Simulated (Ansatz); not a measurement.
Isolated molecules relaxed with PBE0-D4/def2-TZVP in Ansatz; ΔE leaves out vibrations. CCSD(T)/CBS adds triple-zeta CCSD(T) − MP2 to the extrapolated MP2 energy (def2 sets, frozen cores). DFT in def2-TZVPP. def2 core potentials past Kr. For Sn outer-core shells are correlated without core-valence functions, which leaves a few kJ/mol of doubt a bond. Each species was taken in one conformer, which may not be the lowest.

Consider the substitution at a C–Sn bond: `C[CH](C)[SnH]([CH](C)C)[CH](C)C` + `O[SiH](F)F` → `CC(C)O[SiH](F)F` + `C[CH](C)[SnH2][CH](C)C`.

```
             level  ΔE (kcal/mol)  difference from CCSD(T)/CBS
         r2SCAN-D4            8.4                         -4.2
           PBE0-D4            9.4                         -3.2
           ωB97X-V            8.0                         -4.6
            B2PLYP            8.5                         -4.1
               PBE            8.1                         -4.5
     HF/def2-TZVPP            2.1                        -10.5
    MP2/def2-TZVPP           14.4                          1.8
SCS-MP2/def2-TZVPP           11.7                         -0.9
CCSD(T)/def2-TZVPP           11.2                         -1.4
     HF/def2-QZVPP            2.0                        -10.6
       CCSD(T)/CBS           12.6                            0
```

Largest T1 diagnostic among the species: 0.011.

The D4 term adds +2.5 kcal/mol with B3LYP and +1.6 kcal/mol with PBE0; it sums over pairs of atoms, weighted by their polarisabilities, and B3LYP, whose exchange is more repulsive, gets the larger term. In def2-TZVPP, CCSD(T) changes the Hartree–Fock value by +9.1 kcal/mol (the triples alone add +1.1 kcal/mol) and MP2 by +12.3 kcal/mol.

B3LYP here is the variant with VWN-RPA as its local correlation; programs differ in this.
